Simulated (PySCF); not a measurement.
C$_{4}$H$_{5}$ (SMILES [C-]1=CCC1), charge -1, singlet, geometry from GFN2-xTB (in this run its highest filled SCF level lies above zero, so its values depend strongly on the basis, on diffuse functions most of all). Base run: PBE/6-31G* (PySCF).

Here is a job for PySCF.
```python
from pyscf import gto, scf, dft, solvent

mol = gto.Mole()
mol.atom = '''
    C    -0.025333   -0.757839    0.943421
    C    -0.008029    0.604862    0.840226
    C     0.002307   -0.804745   -0.645540
    C     0.019914    0.737262   -0.650922
    H    -0.011585    1.428951    1.568604
    H    -0.883807   -1.244133   -1.133044
    H     0.894940   -1.264333   -1.101506
    H     0.923550    1.191030   -1.112801
    H    -0.856249    1.211242   -1.144358
'''
mol.basis = '6-31g*'
mol.charge = -1
mol.spin = 0
mol.verbose = 4
mol.build()

mf = dft.RKS(mol)
mf.xc = 'pbe'
mf.kernel()
```

Each row names what was changed in the base input (with any setting that the change needs).

```csv
change,ΔE vs base (kJ/mol),HOMO-LUMO gap (eV)
base,0.00,3.58
model = IEF-PCM; solvent = toluene,-154.1,3.68
model = IEF-PCM; solvent = dimethylsulfoxide; r_probe = 0.5,?,?
model = IEF-PCM; solvent = dimethylsulfoxide; vdw_scale = 1.4,-236.0,3.71
model = ddCOSMO; solvent = dimethylsulfoxide,-259.4,3.79
model = IEF-PCM; solvent = dimethylsulfoxide; lebedev_order = 11,?,?
model = IEF-PCM; solvent = acetonitrile,-267.0,3.81
model = IEF-PCM; solvent = dimethylsulfoxide,-269.1,3.81
model = SS(V)PE; solvent = dimethylsulfoxide,-254.9,3.83
model = IEF-PCM; solvent = n-hexane,-123.9,3.66
model = IEF-PCM; solvent = dimethylsulfoxide; lebedev_order = 41,-269.4,3.81
model = IEF-PCM; solvent = chloroform,?,?
```

**Question.** Some entries are withheld; supply them.

**Answer.** 
- model = IEF-PCM; solvent = dimethylsulfoxide; r_probe = 0.5, ΔE vs base (kJ/mol): -222.2
- model = IEF-PCM; solvent = dimethylsulfoxide; r_probe = 0.5, HOMO-LUMO gap (eV): 3.69
- model = IEF-PCM; solvent = dimethylsulfoxide; lebedev_order = 11, ΔE vs base (kJ/mol): -264.5
- model = IEF-PCM; solvent = dimethylsulfoxide; lebedev_order = 11, HOMO-LUMO gap (eV): 3.82
- model = IEF-PCM; solvent = chloroform, ΔE vs base (kJ/mol): -212.9
- model = IEF-PCM; solvent = chloroform, HOMO-LUMO gap (eV): 3.74

The base is the gas phase, so ΔE is the electrostatic part of solvation at a fixed geometry, without cavity and dispersion terms.

The gas-phase anion may not be bound at this level, which the solvent then changes.
